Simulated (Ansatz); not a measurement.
System: InH (charge 0, triplet). This is an excited triplet: at this geometry the singlet lies 1.95 eV lower at CCSD(T)/CBS(def2-TZVPPD,def2-QZVPPD). 
Geometry from a B3LYP-D3(BJ)/def2-TZVP (Ansatz, a first-principles code) optimisation:
```xyz
2

In     0.0000     0.0000    -0.0361
H      0.0000     0.0000     1.7665
```
Charge 0, spin multiplicity 3.

Problem. Give the harmonic wavenumbers at B3LYP-D3(BJ)/def2-TZVP (Ansatz, finite differences of forces, unscaled).

Solution. 1325 cm⁻¹. Zero-point energy 1.9 kcal/mol.

Problem. From these and the geometry, give the ideal-gas thermochemistry at 298.15 K and 1 atm (rigid rotor, harmonic oscillator).

Solution. Point group C∞v, rotational symmetry number 1. Rotational constants 155.7, 155.7 GHz. S(trans) 40.16, S(rot) 9.31, S(vib) 0.02, S(elec, spin only) 2.18, S 51.7 cal/(mol K). H(298) - H(0) 2.08 kcal/mol; G - E(el) -11.4 kcal/mol.
